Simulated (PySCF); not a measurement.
## Molecular orbitals of TeH

r²SCAN at R = 1.661 Å; basis Te def2-TZVP with ECP28, H def2-TZVP; scalar-relativistic core potentials; PySCF 2.14. State: ²Π (doublet), unpaired electrons π ↑. Only the outer orbitals are listed, counted within each symmetry, core potentials removing the inner ones.

```json
{"spin": "α", "orbital": "4σ", "occ.": "1", "ε (eV)": "-16.64", "on Te (%)": "92", "main shells (%)": "90 Te s"}
{"spin": "α", "orbital": "5σ", "occ.": "1", "ε (eV)": "-9.36", "on Te (%)": "64", "main shells (%)": "54 Te p, 36 H s"}
{"spin": "α", "orbital": "3π", "occ.": "1", "ε (eV)": "-7.09", "on Te (%)": "100", "main shells (%)": "100 Te p"}
{"spin": "α", "orbital": "3π", "occ.": "1", "ε (eV)": "-5.91", "on Te (%)": "100", "main shells (%)": "100 Te p"}
{"spin": "α", "orbital": "6σ", "occ.": "0", "ε (eV)": "-0.91", "on Te (%)": "53", "main shells (%)": "47 H s, 43 Te p, 11 Te d"}
{"spin": "α", "orbital": "7σ", "occ.": "0", "ε (eV)": "3.87", "on Te (%)": "81", "main shells (%)": "68 Te p, 18 H s, 10 Te d"}
{"spin": "α", "orbital": "4π", "occ.": "0", "ε (eV)": "4.35", "on Te (%)": "99", "main shells (%)": "89 Te d, 10 Te p"}
{"spin": "β", "orbital": "4σ", "occ.": "1", "ε (eV)": "-15.74", "on Te (%)": "89", "main shells (%)": "87 Te s, 11 H s"}
{"spin": "β", "orbital": "5σ", "occ.": "1", "ε (eV)": "-9.14", "on Te (%)": "63", "main shells (%)": "51 Te p, 37 H s, 10 Te s"}
{"spin": "β", "orbital": "3π", "occ.": "1", "ε (eV)": "-5.61", "on Te (%)": "100", "main shells (%)": "100 Te p"}
{"spin": "β", "orbital": "3π", "occ.": "0", "ε (eV)": "-4.84", "on Te (%)": "100", "main shells (%)": "100 Te p"}
{"spin": "β", "orbital": "6σ", "occ.": "0", "ε (eV)": "-0.63", "on Te (%)": "55", "main shells (%)": "45 Te p, 45 H s, 9 Te d"}
{"spin": "β", "orbital": "7σ", "occ.": "0", "ε (eV)": "4.15", "on Te (%)": "83", "main shells (%)": "75 Te p, 16 H s"}
```

**Question.** Which are the highest filled and the lowest empty level, where do they sit, and how wide is the gap?

**Answer.** Highest filled β 3π at -5.61 eV (in %: 100 Te p); lowest empty β 3π at -4.84 eV (in %: 100 Te p); the gap at r²SCAN is 0.77 eV. Both belong to one degenerate shell, split only by its one-sided filling, so this is no excitation gap.

- bond order (Mayer): 0.98
- ⟨S²⟩: 0.756
- charge on Te (Mulliken, basis-dependent): -0.07
- charge on Te (Löwdin, basis-dependent): 0.02
- dipole moment (positive dipole means Te(−)H(+)): 0.17 D

Spin–orbit coupling is left out. The state was picked by a PBE0 search and need not be the measured ground state.
